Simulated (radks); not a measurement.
The numbers below are computed, except where a source is named.
Q: Nd+, 59 electrons, occupied as [Xe] 4f4 6s1. Level of theory: scalar-relativistic Kohn-Sham, PBE, spin-polarised, spherical densities, point nucleus; open shells are filled with parallel spins first (spin-orbit coupling, left out, can overturn this in heavy ions) (a radial shooting solver on a logarithmic mesh with Libxc functionals). Some entries of the table are withheld. Estimate them.

orbital,occ.,eigenvalue (eV),<r> (bohr),<r^2> (bohr^2)
1s up,1,-43409.19,0.02363,0.0007598
1s down,1,-43409.19,0.02363,0.0007598
2s up,1,-7025.592,0.1010,0.01203
2s down,1,-7025.578,0.1010,0.01203
2p up,3,-6280.707,0.08880,0.009624
2p down,3,-6280.698,0.08880,0.009624
3s up,1,-1528.852,0.2664,0.08105
3s down,1,-1527.793,0.2662,0.08098
3p up,3,-1293.970,0.2646,0.08111
3p down,3,-1292.915,0.2644,0.08102
3d up,5,-968.1545,0.2418,0.06884
3d down,5,-967.3389,0.2416,0.06873
4s up,1,-309.6238,0.6075,0.4164
4s down,1,-306.7331,0.6072,0.4160
4p up,3,-232.7401,0.6434,0.4708
4p down,3,-229.8238,0.6431,0.4703
4d up,5,-123.4901,0.7074,0.5808
4d down,5,-120.5414,0.7074,0.5810
5s up,1,-47.1038,1.468,2.423
5s down,1,-45.1605,1.482,2.469
5p up,3,-28.5803,1.718,3.353
5p down,3,-27.0158,1.738,3.428
6s up,1,-8.5616,3.972,17.70
4f up,4,-8.5122,1.090,1.637
5d up,0,(1),2.848,9.638
5d down,0,(2),2.841,9.537
4f down,0,-5.9234,1.151,1.883
6p up,0,(3),5.012,28.21

A: 
(1) 5d up eigenvalue (eV): -7.6960
(2) 5d down eigenvalue (eV): -6.5890
(3) 6p up eigenvalue (eV): -5.5128
